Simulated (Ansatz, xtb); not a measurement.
# Isomers of H6O4SiSn in order of energy

3 gas-phase structures of H6O4SiSn, from a drawn sample of its isomers (lower ones may exist). Each was relaxed with GFN2-xTB:

A. a singlet given by its coordinates
B. a singlet given by its coordinates
C. `[OH][SnH2][Si](O)(O)O`, a singlet

A (Å):

```xyz
12

O    -1.3444   -0.8753   -0.2580
O     0.8861   -1.9631   -1.4014
O     1.0292    0.0270    0.2918
O    -0.1566    0.3676   -2.1280
Si    0.1386   -0.6169   -0.8920
Sn   -1.9230    1.2144   -2.3036
H    -1.3778   -1.3564    0.5635
H     0.6196   -2.3287   -2.2387
H     1.9594    0.1313    0.1235
H    -2.2226    2.0430   -0.9004
H    -1.5893    2.1667   -3.6204
H    -2.9960   -0.0127   -2.6144
```

Close contacts (Å): O1–Si5 1.63, O2–Si5 1.62, O3–Si5 1.62, O4–Si5 1.61, O4–Sn6 1.97, Si5–Sn6 3.10, O1–H7 0.95, O2–H8 0.95, O3–H9 0.95, Sn6–H10 1.66, Sn6–H11 1.66, Sn6–H12 1.66.

B (Å):

```xyz
12

O     0.7426   -2.3152   -0.3237
O     0.4871    0.0306   -1.4821
O    -1.2996    1.9267    1.0470
O    -1.3096   -1.2266    0.9683
Si    1.4810   -1.3116   -1.3104
Sn   -1.8237    0.4295   -0.2550
H    -0.0394   -1.9933    0.1882
H     1.5942   -1.8849   -2.6499
H     2.7419   -0.7979   -0.7737
H     0.8850    0.7774   -1.9222
H    -0.8462    1.8343    1.8824
H    -1.1316   -1.1411    1.9032
```

Close contacts (Å): O1–Si5 1.59, O2–Si5 1.68, O2–Sn6 2.65, O3–Sn6 2.05, O4–Sn6 2.12, O1–H7 0.99, O2–H10 0.95, O3–H11 0.96, O4–H12 0.96, Si5–H8 1.46, Si5–H9 1.46.

**Question.** Make a reasoned guess at their ranking by r2SCAN-D4/def2-SVP single-point energy.

**Answer.** Calculated order at r2SCAN-D4/def2-SVP: A (0.0), B (26.7), C (30.2) kcal/mol.

Energies above the lowest of each column, in kcal/mol:

| structure | GFN2-xTB | HF/STO-3G | r2SCAN-D4/def2-SVP |
| --- | --- | --- | --- |
| A | 12.3 | 0.0 | 0.0 |
| B | 0.0 | 74.8 | 26.7 |
| C | 33.1 | 36.1 | 30.2 |

r2SCAN-D4/def2-SVP puts A lowest; GFN2-xTB picks B. Some further structures that were screened fall inside this span and aren't listed. Flexible structures stand in one conformer each, not always the lowest. No reliable frequencies are at hand for these structures. Atoms past krypton carry core potentials in the def2 sets, without spin–orbit terms.

Programs: Ansatz 0.2.0, xtb 6.7.1.
